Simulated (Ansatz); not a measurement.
## Cost against result

Saddle point of SnAsH$_{7}$O, singlet (SnH₄O ([OH][SnH3]) + AsH₃ → SnAsH₅ ([AsH2][SnH3]) + H₂O; bonds formed: Sn1–As7, O2–H6; bonds broken: Sn1–O2, H6–As7), PBE0-D4/def2-TZVP structure:

| atom | x (Å) | y (Å) | z (Å) |
| --- | --- | --- | --- |
| Sn1 | -0.8973 | 0.9081 | -0.7905 |
| O2 | -0.6693 | 0.1683 | 1.1775 |
| H3 | -1.6569 | -0.2802 | -1.7216 |
| H4 | -2.0143 | 2.1083 | -0.2876 |
| H5 | 0.5032 | 1.6500 | -1.3937 |
| H6 | 0.1889 | -0.5007 | 0.8046 |
| As7 | 1.3413 | -1.4024 | -0.4769 |
| H8 | -0.4027 | 0.7898 | 1.8700 |
| H9 | 2.4936 | -0.8590 | 0.3603 |
| H10 | 1.1135 | -2.5822 | 0.4580 |

Barriers are electronic and count from the start structure reached by relaxing down the imaginary mode.

Program: Ansatz 0.2.0. Basis: as named in each row. Cores are frozen in the correlated methods. Filled d shells of the heavier atoms are correlated. Core potentials replace the inner electrons of the atoms past krypton. The def2 sets are not built for correlating such inner shells, so the correlated values are less sure here. B3LYP uses VWN-RPA correlation. Extrapolation: Hartree–Fock as exp(−7.88 √X), correlation as X^−2.97.

Times are rough, for one single point on 8 threads of a shared host (Arm Neoverse V2).

The estimate by CCSD(T) at an estimated basis limit (MP2 extrapolated from triple and quadruple zeta, plus CCSD(T) − MP2 in triple zeta) is 27.76 kcal/mol.

| method | basis | time (s) | barrier (kcal/mol) | method less estimate |
| --- | --- | --- | --- | --- |
| SPW92 | def2-SVP | under 1 | 11.07 | -16.69 |
| PBE-D4 | def2-SVP | under 1 | 18.20 | -9.56 |
| SPW92 | def2-TZVPP | under 1 | 14.12 | -13.64 |
| PBE0-D4 | def2-SVP | under 1 | 21.88 | -5.88 |
| PBE-D4 | def2-TZVPP | 1 | 20.68 | -7.08 |
| BLYP-D4 | def2-TZVPP | 1 | 24.75 | -3.01 |
| BHLYP-D4 | def2-TZVPP | 1 | 31.25 | 3.49 |
| B3LYP-D4 | def2-TZVPP | 2 | 27.17 | -0.59 |
| PBE0-D4 | def2-TZVPP | 2 | 24.08 | -3.68 |
| CAM-B3LYP-D4 | def2-TZVPP | 2 | 29.26 | 1.50 |
| r2SCAN-D4 | def2-TZVPP | 2 | 23.96 | -3.80 |
| r2SCAN0-D4 | def2-TZVPP | 3 | 25.88 | -1.89 |
| wB97M-V | def2-SVP | 3 | 25.20 | -2.56 |
| B2PLYP | def2-TZVPP | 3 | 28.64 | 0.88 |
| PBE-QIDH | def2-TZVPP | 3 | 27.15 | -0.61 |
| RPA on PBE | def2-TZVPP | 3 | 31.44 | 3.68 |
| wB97X-V | def2-TZVPP | 4 | 30.11 | 2.35 |
| CCSD(T) | def2-SVP | 4 | 30.40 | 2.64 |
| B97M-V | def2-TZVPP | 5 | 29.79 | 2.02 |
| wB97M-V | def2-TZVPP | 5 | 28.09 | 0.33 |
| MP2 | def2-QZVPP | 11 | 26.69 | -1.07 |
| CCSD(T) | def2-TZVPP | 100 | 29.89 | 2.13 |

All methods are single points on the PBE0-D4 structures.

T1 diagnostic: at most 0.014.

Labels in which every atom is bracketed show which atoms are joined, not bond orders.
